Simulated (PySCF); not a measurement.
**C₆ coefficients of unlike pairs at PBE0**

Calculated with PySCF 2.14 from the dipole response of each species, C₆(A,B) = (3/π) ∫ α_A(iu) α_B(iu) du, in atomic units, from isotropic polarisabilities. For ions this is the dispersion term alone; charge-induced terms of lower order in 1/R come first.

| species | configuration | basis | relativity | α (bohr³) | C₆ (like pair) |
| --- | --- | --- | --- | --- | --- |
| Si⁺ | [Ne] 3s2 3p1 (2P) | aug-cc-pwCVTZ (8s7p5d3f) | none | 19.13 | 101.3 |
| In⁺ | [Kr] 4d10 5s2 (1S) | x2c-QZVPPall with one added diffuse shell each of s, p, d, f type (14s10p8d5f1g) | spin-free X2C | 25.00 | 173.1 |
| W⁺ | [Xe] 4f14 5d4 6s1 (6D) | aug-cc-pwCVTZ-PP with ECP60MDF (8s8p7d4f3g) | core potential | 36.37 | 311.8 |
| Tc³⁺ | [Kr] 4d4 (5D) | aug-cc-pVTZ-DK (9s8p6d3f2g) | spin-free X2C | 5.362 | 24.26 |

**Question.** Estimate C₆ for Tc³⁺ with In⁺.

**Answer.** The integral gives 58.93. The combination rule 2 C_A C_B / (C_A α_B/α_A + C_B α_A/α_B) gives 55.91 and the geometric mean 64.80.

No spin-orbit coupling is included.

The other pairs:

| pair | C₆ |
| --- | --- |
| Tc³⁺, W⁺ | 76.55 |
| W⁺, Si⁺ | 176.9 |
| W⁺, In⁺ | 231.7 |
| Tc³⁺, Si⁺ | 42.68 |
| In⁺, Si⁺ | 131.3 |
